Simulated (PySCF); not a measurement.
Compound: C₅H₇B₂F.
Bonds: F1–C2, C2–C3, C3–C4 (double), C4–B5, B5–C6, C6–C7 (double), C7–B8, C3–B8. Hydrogens: H9, H10 on C2; H11 on C4; H12 on B5; H13 on C6; H14 on C7; H15 on B8.

The closed-shell SCF was solved with PySCF and density fitting under several settings on one GFN2-xTB geometry (grid level 2 and gas phase unless stated).

```csv
settings,basis functions,SCF cycles,E (Eh),HOMO (eV),LUMO (eV),dipole (D)
CAM-B3LYP/def2-SVPD,219,14,-343.8170,-8.80,-2.34,1.47
OLYP/pcSseg-1,171,17,-344.0578,-6.24,-4.07,1.16
```

Question: Estimate the row for these settings: PBE0/STO-3G, fitting basis def2-universal-jkfit.

Answer: 
| settings | basis functions | SCF cycles | E (Eh) | HOMO (eV) | LUMO (eV) | dipole (D) |
| --- | --- | --- | --- | --- | --- | --- |
| PBE0/STO-3G, fitting basis def2-universal-jkfit | 47 | 10 | -339.4431 | -5.08 | -1.08 | 0.60 |

Question: Over all rows, what range does the HOMO–LUMO gap span?

Answer: From 2.17 eV (OLYP/pcSseg-1) to 6.46 eV (CAM-B3LYP/def2-SVPD). The functional of the narrowest has no exact exchange, that of the widest range-separated exact exchange.

Cycle counts include a coarse-grid stage where the run had one.

Shape of the structure used: `[F:1][CH2:2][C:3]1=[CH:4][BH:5][CH:6]=[CH:7][BH:8]1`: F1–C2–C3–C4 152°.

One conformer stands for the species.
